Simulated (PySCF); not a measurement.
cyclopropanecarbaldehyde (C₄H₆O), SMILES O=CC1CC1.

Geometry optimised at B3LYP-D3(BJ)/def2-SVP. The values are those of a single conformer.

Method: ωB97X/def2-TZVP in PySCF.

Gas-phase values at a fixed geometry.

```yaml
total_energy: -231.24913 hartree
point_group: Cs
highest_occupied_level: -9.90 eV
lowest_empty_level: 1.51 eV
orbital_gap: 11.40 eV
dipole_moment: 2.88 D
quadrupole, principal values (traceless, Buckingham form, about the centre of nuclear charge): -5.01, 1.35, 3.67 D·Å
mean_static_polarisability: 48.1 bohr³ (7.12 Å³)
polarisability_principal_values: 41.6, 47.6, 54.9 bohr³
```
